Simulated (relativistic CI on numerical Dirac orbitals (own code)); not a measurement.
## Cu2+: M2,3 absorption edge

Computed with this model: Dirac-Coulomb-Breit CI, KLI orbitals optimised for each configuration, a model potential for QED, valence Slater integrals scaled by 0.8, multiplet model of core-to-valence dipole absorption; configurations [Ar] 3d9 → [Ne] 3s2 3p5 3d10; 300 K; Lorentzian 0.8 eV and Gaussian 0.3 eV FWHM. Energies are those of the free ion, without screening or charge transfer. The branching ratio is the share of the lower-energy edge in the whole absorption, uncertain by about 0.02 where the edges overlap. S is read from ⟨S²⟩ = S(S + 1).

Field parameters in Wybourne normalisation: Oh B⁴₀ = 21Dq, B⁴₄ = √(5/14) B⁴₀. The field is a parameter set, without covalency.

free ion: ground-state S = 0.50, centroid 75.81 eV. Peaks (eV, height): 75.8 (100).

Oh, 10Dq = 3250 cm⁻¹: ground-state S = 0.50, centroid 76.36 eV. Peaks (eV, height): 76.0 (100), 78.5 (20).

Oh, 10Dq = 7350 cm⁻¹: ground-state S = 0.50, centroid 76.87 eV. Peaks (eV, height): 76.3 (100), 78.8 (33).

Oh, 10Dq = 11400 cm⁻¹: ground-state S = 0.50, centroid 77.24 eV. Peaks (eV, height): 76.6 (100), 79.1 (38).

Oh, 10Dq = 15500 cm⁻¹: ground-state S = 0.50, centroid 77.59 eV. Peaks (eV, height): 76.9 (100), 79.4 (41).

Oh, 10Dq = 19600 cm⁻¹: ground-state S = 0.50, centroid 77.91 eV. Peaks (eV, height): 77.2 (100), 79.7 (43).

Strongest unbroadened transitions for Oh, 10Dq = 7350 cm⁻¹:

```tsv
Energy (eV)	Relative strength
76.27	100.0
78.82	30.2
```
